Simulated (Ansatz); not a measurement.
A nudged elastic band was laid between two geometries of BH$_{4}$NOSi (8 atoms, charge 0, multiplicity 1).

Level of theory: RKS PBE0-D4/6-31G in Ansatz.

- movable images: 5
- climbing image: yes
- spring: 5.0 eV/Å²
- optimiser: quadratic models (default)
- start path: IDPP
- force threshold: 0.05 eV/Å
- iteration limit: 60
- end points: relaxed

Initial state:

```xyz
8
Properties=species:S:1:pos:R:3
N -0.566 1.594 -0.436
B -0.077 0.392 0.054
O 0.438 -0.064 1.243
Si 0.424 -1.500 0.007
H -0.905 1.696 -1.377
H -0.605 2.426 0.135
H 1.825 -1.992 -0.212
H -0.442 -2.609 0.530
```

Final state:

```xyz
8
Properties=species:S:1:pos:R:3
N -0.568 1.593 -0.436
B -0.076 0.392 0.055
O 0.438 -0.064 1.244
Si 0.426 -1.499 0.008
H -0.610 2.426 0.133
H -0.904 1.694 -1.378
H 1.827 -1.991 -0.211
H -0.441 -2.608 0.530
```

**Question.** Which bonds break or form, and what moves?

**Answer.** No bond is made or broken. The dihedral H6–N1–B2–O3 goes from 0 to -180°. The two ends are copies of one structure, up to a mirror image or an exchange of like atoms.

**Question.** What energy profile does the band end with?

**Answer.** The forces met the threshold. The highest image is number 3 of 0 to 6, 0.67 eV above the ends, which have the same energy within 2 meV. A vibrational analysis at the climbing image gives one clearly imaginary mode, 529i cm⁻¹: a first-order saddle point. Limits of this set-up: no polarisation functions.

```csv
image,path coordinate (Å),energy (eV),dihedral H6–N1–B2–O3 (°)
0,0.00,0.00,0
1,0.56,0.14,22
2,1.12,0.47,53
3,1.68,0.67,95
4,2.24,0.47,131
5,2.81,0.14,159
6,3.37,0.00,-180
```

**Question.** What is the geometry of the highest image?

**Answer.** 
```xyz
8
Properties=species:S:1:pos:R:3
N -0.611 1.633 -0.438
B -0.154 0.420 0.109
O 0.042 -0.193 1.278
Si 0.593 -1.488 -0.073
H -1.566 1.754 -0.735
H 0.011 2.386 -0.682
H 2.014 -1.850 0.287
H -0.237 -2.720 0.199
```

**Question.** What are the harmonic wavenumbers there?

**Answer.** 529i, 270, 282, 365, 460, 469, 586, 608, 669, 934, 947, 1012, 1600, 1667, 2139, 2166, 3654, 3770 cm⁻¹.

Time of the run: 110 s on 1 thread of Arm Neoverse N1, with other jobs on the host, peak memory 0.11 GiB.
